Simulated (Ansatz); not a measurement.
Reaction (atomization): `FC[SiH](S)Cl` → C• + Cl• + F• + 4 H• + S• + Si•

Computed with Ansatz on PBE0-D4/def2-TZVP structures; ΔE is electronic, products minus reactants. CBS: MP2 limit from def2 TZ/QZ plus the TZ coupled-cluster correction, frozen cores. This one scheme is used for every species, atoms too. Functionals use def2-TZVPP. B3LYP here is the variant with VWN-RPA as its local correlation; programs differ in this. Open shells (•) are unrestricted, without spin–orbit coupling. Spin–orbit coupling would lower the free atoms: a little for C, Cl, F, S, Si. One conformer a species, not always the lowest.

| level | ΔE (kJ/mol) |
| --- | --- |
| PBE0-D4 | 3045.1 |
| B3LYP-D4 | 3023.8 |
| B2PLYP | 2991.0 |
| PBE0 | 3024.7 |
| HF/def2-TZVPP | 2205.7 |
| CCSD(T)/def2-TZVPP | 2951.9 |
| HF/def2-QZVPP | 2210.2 |
| HF/CBS(def2) | 2210.8 |

Question: What does CCSD(T)/CBS give? (Best estimate.)

Answer: Ansatz gave: +3047.7 kJ/mol. The listed levels differ from it by -2.6, -23.9, -56.7, -23.0, -842.0, -95.8, -837.5, -836.9 kJ/mol.

Largest T1 diagnostic among the species: 0.012.

The D4 term adds +38.7 kJ/mol with B3LYP and +20.3 kJ/mol with PBE0; it sums over pairs of atoms, weighted by their polarisabilities, and B3LYP, whose exchange is more repulsive, gets the larger term. In def2-TZVPP, CCSD(T) changes the Hartree–Fock value by +746.2 kJ/mol (the triples alone add +50.4 kJ/mol) and MP2 by +809.6 kJ/mol; breaking electron pairs costs correlation energy, which Hartree–Fock lacks.

For atomizations the MP2-based limit and the directly extrapolated one differ by several kJ/mol either way, and by 10 to 25 for some Ge, Se and Sn compounds, so smaller differences from it don't rank the levels.
